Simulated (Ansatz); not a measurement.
Reactions of C2H6BrFGaN (`C[N](C)[Ga]([F])[Br]`).

Computed with Ansatz on PBE0-D4/def2-TZVP structures; ΔE is electronic, products minus reactants. CBS: MP2 limit from def2 TZ/QZ plus the TZ coupled-cluster correction, frozen cores. This one scheme is used for every species. For Br, Ga outer-core shells are correlated without core-valence functions, which leaves a few kJ/mol of doubt a bond. Scalar relativity is left out up to krypton. One conformer a species, not always the lowest.

Task: Order these by ΔE at CCSD(T)/CBS, lowest first. (Best estimate.)
A. `C[N](C)[Ga]([F])[Br]` + H–F → `[F][Ga]([F])[Br]` + dimethylamine
B. `C[N](C)[Ga]([F])[Br]` + HBr → `[F][Ga]([Br])[Br]` + dimethylamine
C. `C[N](C)[Ga]([F])[Br]` + H₂O → `[OH][Ga]([F])[Br]` + dimethylamine
D. `C[N](C)[Ga]([F])[Br]` + H₂ → `[F][GaH][Br]` + dimethylamine
E. `C[N](C)[Ga]([F])[Br]` + HBr → `C[N](C)[Ga]([Br])[Br]` + H–F
F. `C[N](C)[Ga]([F])[Br]` + H₂ → `C[N](C)[GaH][Br]` + H–F
G. `C[N](C)[Ga]([F])[Br]` + H₂S → `C[N](C)[Ga]([F])[SH]` + HBr
H. `C[N](C)[Ga]([F])[Br]` → `[F][GaH][Br]` + `C=NC`

Result: B (-16.1 kcal/mol), E (-12.9 kcal/mol), A (-3.4 kcal/mol), C (+0.2 kcal/mol), D (+6.5 kcal/mol), G (+8.9 kcal/mol), F (+12.4 kcal/mol), H (+37.3 kcal/mol).

Largest T1 diagnostic: 0.013, for `C[N](C)[Ga]([F])[SH]`.
